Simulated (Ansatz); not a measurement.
`C=C[SiH](C)F`. Charge 0, multiplicity 1.

```tsv
atom	x (Å)	y (Å)	z (Å)
C1	0.775	-0.862	-1.910
C2	0.167	-0.998	-0.733
Si3	0.448	0.196	0.653
C4	-1.122	0.992	1.241
F5	1.090	-0.586	1.902
H6	1.483	-0.058	-2.094
H7	0.598	-1.541	-2.740
H8	-0.530	-1.825	-0.607
H9	1.442	1.205	0.202
H10	-0.929	1.662	2.082
H11	-1.577	1.575	0.437
H12	-1.845	0.239	1.565
```

(1) Give the diagnostics of a CCSD(T)/def2-TZVPP run (frozen core, Ansatz 0.2.0). (Estimate.)

## Answers

(1) The calculation gave: T1 = 0.0110, largest single amplitude 0.009, largest double 0.090, (T) share of the correlation energy 3.6 %, 9 CCSD cycles. The RHF solution is stable towards an unrestricted one. T1 lies under the customary mark of 0.02 for closed shells.
